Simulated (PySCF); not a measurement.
# How the method changes the shape and vibrations of AlFH2NO anion

All numbers below are calculated, not measured. They come from PySCF 2.14.0, an open-source quantum chemistry program, on an isolated molecule that a program drew, which may never have been made. The molecule is AlFH2NO anion (charge -1, singlet), drawn as the SMILES string `[NH2][Al]([O-])[F]`.

The geometry was optimised and harmonic frequencies were computed with HF and MP2, all in the aug-cc-pV(D+d)Z basis, for the commonest isotopes, with a restricted reference for singlets and an unrestricted one otherwise, and a frozen core in MP2. Each result is a local minimum of its method.

Geometry at the HF minimum:
```xyz
6
AlFH2NO anion, angstrom
N    -0.4996    1.0673   -1.9671
Al    0.5326    1.3115   -0.4944
O     0.4895    2.5208    0.5772
F     1.5601   -0.0309   -0.5018
H    -1.2206    1.6951   -2.2539
H    -0.4284    0.2967   -2.5978
```

Lengths of the bonds as drawn, in Å (atoms numbered as above):
| bond | HF | MP2 |
|---|---|---|
| N1-Al2 | 1.815 | 1.838 |
| Al2-O3 | 1.616 | 1.668 |
| Al2-F4 | 1.691 | 1.726 |
| N1-H5 | 0.998 | 1.014 |
| N1-H6 | 0.998 | 1.014 |

Rotational constants, in GHz:
| constant | HF | MP2 |
|---|---|---|
| A | 7.279 | 7.129 |
| B | 6.054 | 5.71 |
| C | 3.305 | 3.171 |

Harmonic frequencies in cm^-1, each column in rising order, so a row needn't be the same motion in every method:
| rank | HF | MP2 |
|---|---|---|
| 1 | 232 | 145 |
| 2 | 264 | 213 |
| 3 | 301 | 268 |
| 4 | 347 | 303 |
| 5 | 427 | 406 |
| 6 | 661 | 609 |
| 7 | 706 | 655 |
| 8 | 775 | 721 |
| 9 | 1087 | 960 |
| 10 | 1670 | 1539 |
| 11 | 3788 | ? |
| 12 | 3884 | 3708 |

**Estimate the missing MP2 frequency from the HF column.**

A single factor s that minimises the squared misfit of MP2 against s times HF over the other rows is sum(HF x MP2) / sum(HF^2) = 0.9422, with an rms misfit of 38 cm^-1. For rank 11 it gives 0.9422 x 3788 = 3569 cm^-1. The calculation gives 3590 cm^-1, 21 cm^-1 above the estimate. The drawn bonds are on average 2.0 % longer in MP2 than in HF.
